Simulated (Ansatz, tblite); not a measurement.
Adding an electron: the cluster ZrSe2⁺ (the lowest doublet isomer of a short search). Charge 1, multiplicity 2. Geometry: PBE0-D4/def2-TZVP. Ansatz, gas phase; energy differences of separate SCF runs; the reduced species is a triplet (the singlet lies 0.30 eV higher at PBE0-D4/def2-TZVP).

```xyz
3

Zr   -0.326   -1.119   -0.803
Se   -0.655    1.208   -0.170
Se    0.981   -0.089    0.973
```

In the def2 sets Zr takes a core potential; there is no spin–orbit coupling. The xTB rows come from tblite. The structure comes from a short search, and lower isomers may exist.

| level | −HOMO (eV) | −LUMO (eV) | vertical EA (eV) | HOMO–LUMO gap (eV) |
| --- | --- | --- | --- | --- |
| GFN1-xTB | – | – | 10.43 | – |
| GFN2-xTB | – | – | 10.90 | – |
| PBE-D4/def2-TZVP | 9.43 | 8.73 | 6.01 | 0.70 |
| r2SCAN-D4/def2-TZVP | 9.87 | 8.51 | 6.06 | 1.35 |
| PBE0-D4/def2-TZVP | 10.67 | 7.76 | 6.12 | 2.90 |

  HOMO and LUMO are the levels of the spin that leaves or enters (xTB has no such levels and no spin-polarisation term). Other spin states of the ions may lie lower, which would lower the ionisation energy or raise the affinity. Raw xTB energy differences between charge states are shifted by several eV; the methods need an empirical correction for them.
